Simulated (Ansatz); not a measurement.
The first iterations of a band of GaH4NO (7 atoms, charge 0, multiplicity 1).

All numbers below come from RKS PBE-D4/def2-SVP (Ansatz 0.2.0).

```
movable images  : 6
climbing image  : no
spring          : 5.0 eV/Å²
optimiser       : quadratic models (default)
start path      : through a guess of the saddle point
force threshold : 0.05 eV/Å
iteration limit : 60
end points      : relaxed
```

First end point:

```xyz
7
Properties=species:S:1:pos:R:3
Ga 0.114 -0.285 0.300
H 0.033 -0.739 1.796
O 1.659 0.028 -0.588
H 2.438 -0.121 -0.024
N -1.331 -0.003 -0.761
H -2.300 -0.122 -0.470
H -1.251 0.291 -1.735
```

Last end point:

```xyz
7
Properties=species:S:1:pos:R:3
Ga -0.326 1.255 0.650
H 1.450 -0.967 1.036
O 1.336 -0.317 0.316
H 0.521 -0.626 -0.261
N -0.906 -0.062 -0.790
H -1.829 -0.503 -0.666
H -0.884 0.268 -1.767
```

| iteration | highest image above the first end (eV) | largest band force component (eV/Å) |
| --- | --- | --- |
| 1 | 4.373 | 17.279 |
| 2 | 2.482 | 2.232 |
| 3 | 2.059 | 1.353 |
| 4 | 2.108 | 1.077 |
| 5 | 2.217 | 0.873 |

Does the band converge within its limit, and where does its top end?

The forces met the threshold. It ended after 15 iterations with the highest image 1.619 eV above the first end. Neighbouring images differ by up to 1.3 eV, so the band resolves the path poorly. No image climbed, so the highest image needn't sit at the top of the path. The orbitals stay closed-shell, which can raise the energy where a bond breaks towards radicals; this wasn't checked here.

The run took 3 min on 1 thread of Arm Neoverse V1, with other jobs on the host, peak memory 0.13 GiB.
